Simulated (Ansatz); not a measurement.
Compare A (`CC=C=C[SiH3]`) with its isomer B (`CCC1=C[SiH2]1`).

Computed with Ansatz on PBE0-D4/def2-TZVP structures; ΔE is electronic, products minus reactants. CBS: MP2 limit from def2 TZ/QZ plus the TZ coupled-cluster correction, frozen cores. Functionals use def2-TZVPP. B3LYP here is the variant with VWN-RPA as its local correlation; programs differ in this. Each species was taken in one conformer, which may not be the lowest.

Problem. Which isomer does CCSD(T)/CBS put lower? Give the gap. (Best estimate.)

Solution. Ansatz gave: A, by 3.1 kcal/mol.

Problem. Give E(B) − E(A) in kcal/mol with HF/def2-TZVPP, B3LYP-D4, CCSD(T)/def2-TZVPP, PBE0-D4, ωB97M-V, r2SCAN-D4, B3LYP. (Estimate.)

Solution. Ansatz gave: HF/def2-TZVPP 8.6, B3LYP-D4 7.5, CCSD(T)/def2-TZVPP 3.8, PBE0-D4 1.9, ωB97M-V 3.1, r2SCAN-D4 3.9, B3LYP 8.2. None reverses the order clearly.

Largest T1 diagnostic: 0.012.

From PBE to PBE0 (25 % exact exchange), in def2-TZVPP and without D4, E(B) − E(A) moves by −2.0 kcal/mol. The D4 term adds −0.7 kcal/mol with B3LYP and −0.4 kcal/mol with PBE0; it sums over pairs of atoms, weighted by their polarisabilities, and B3LYP, whose exchange is more repulsive, gets the larger term.
